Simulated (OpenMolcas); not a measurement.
A calculation on Zr2+.

* Program: OpenMolcas
* Method: SS-CASPT2, IPEA 0.25 Eh, imaginary shift 0.1 Eh (closed shells correlated: 4s 4p)
* Basis: ANO-RCC-VTZP [7s6p4d2f1g]
* Scalar Hamiltonian: DKH2, point nucleus
* Active space: 2 electrons in 10 orbitals (4d 5d)
* State averaging: 2S+1 = 3 even, 10 roots; 2S+1 = 1 even, 15 roots
* Spin-orbit coupling: RASSI with atomic mean-field integrals over the reference wave functions, term energies averaged over their components

Which level of the active space comes out lowest?

4d2 3F2, with 99 % of that term; it is also the measured ground level.

How high does 4d2 3P0 lie?

8510 cm-1 above the lowest level; measured 8062 cm-1 above the ground level, so the calculation is off by +6 %.

How high does 4d2 3P1 lie?

8780 cm-1 above the lowest level; measured 8326 cm-1 above the ground level, so the calculation is off by +5 %.

How high does 4d2 3P2 lie?

9300 cm-1 above the lowest level; measured 8838 cm-1 above the ground level, so the calculation is off by +5 %.

The level at 6000 cm-1 has J = 2. What is it made of, and what is its g factor?

96 % 4d2 1D2, 3 % 4d2 3P; g = 1.013, against 1.000 from Landé's formula for the pure leading term.

Measured values: Moore, Atomic Energy Levels, vol. II, NSRDS-NBS 35 (1971 reprint of NBS Circular 467, 1952); NIST levels as listed in Rynkun, Gaigalas and Jonsson, Astron. Astrophys. 637, A10 (2020).

CASPT2 does not keep the components of a term degenerate, so their means are used; among the terms shown or strongly mixed into the levels shown the widest spread is 490 cm-1 (4d2 3F). Active for correlation alone: 5d; no level in the range computed is led by a configuration that fills it, so any true level of that kind is missing. Computed and measured levels are paired by configuration, term and J; levels that our copy of the source lacks, or whose pairing is in doubt (as where it misses far off the trend of its configuration), stay unpaired and out of the deviations. Levels of configurations outside the active space are missing.
